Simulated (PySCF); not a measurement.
C₈H₁₂: full NMR table

```yaml
Formula: C8H12
SMILES: C=CC(=C=CC)CC
Point_group_of_the_computed_structure: C1
Degrees_of_unsaturation: 3
Carbon_signals: 8
Proton_signals: 7
```

Structure with atom numbers: `[CH2:1]=[CH:2][C:3](=[C:4]=[CH:5][CH3:6])[CH2:7][CH3:8]`; H(Xn) means a hydrogen on atom n. Ha(C1) is cis to C3; Hb(C1) is trans to C3.

PySCF 2.14.0 with density-fitted response routines calculation with NMR shieldings at PBE0/pcSseg-1/GIAO and geometry from PBE0-D3(BJ)/def2-SVP; non-relativistic Hamiltonian, gas phase, one averaged value for each set of equivalent atoms, a single conformation.

References, each an isolated molecule treated in the same way: 1H, 13C against TMS.

```tsv
carbon	δC, type	δH (multiplicity)	HMBC from (2–3 bonds)	span of the C tensor (ppm)
C1	118.1, CH2	Hb(C1) 5.28 (m); Ha(C1) 5.28 (m)	H(C2)	210
C2	143.0, CH	6.34 (m)	Hb(C1), Ha(C1), H(C7)	223
C3	112.0, C	–	H(C2), H(C5), Hb(C1), Ha(C1), H(C7), H(C8)	154
C4	224.3, C	–	H(C2), H(C5), H(C7), H(C6)	48
C5	91.0, CH	5.42 (m)	H(C6)	149
C6	17.4, CH3	1.73 (m)	H(C5)	23
C7	25.9, CH2	2.13 (m)	H(C2), H(C8)	21
C8	16.3, CH3	1.11 (t)	H(C7)	32
```

1. Carbon types of the structure: 2 × C, 2 × CH, 2 × CH2, 2 × CH3, which accounts for all hydrogens.
2. δC 224.3: central carbon of an allene; the central sp carbon of an allene is among the most deshielded carbons of hydrocarbons.
3. δC 143.0: alkene CH; the olefinic region.
4. δC 118.1: terminal =CH2 carbon; an sp2 carbon of a C=C bond.
5. δC 112.0, 91.0: terminal carbon of a cumulated C=C=C unit.
6. δH 5.28, 5.28: hydrogen on a terminal =CH2 carbon; attached to an sp2 carbon and in the plane of the double bond.

Shifts are as computed. Against solution values, carbons near 30 ppm lie about +2 ppm off and those near 130 ppm about +5 ppm. Of 1211 compounds with measured shifts, 218 miss one by over three times the rms of a fit or turn the order of signals round; such compounds aren't used in these exercises. No couplings were computed; multiplicities are counted from neighbouring protons, with m where these are inequivalent, close in shift, in a saturated or five-membered ring or joined by F or P, and br s for small geminal =CH2 splittings.
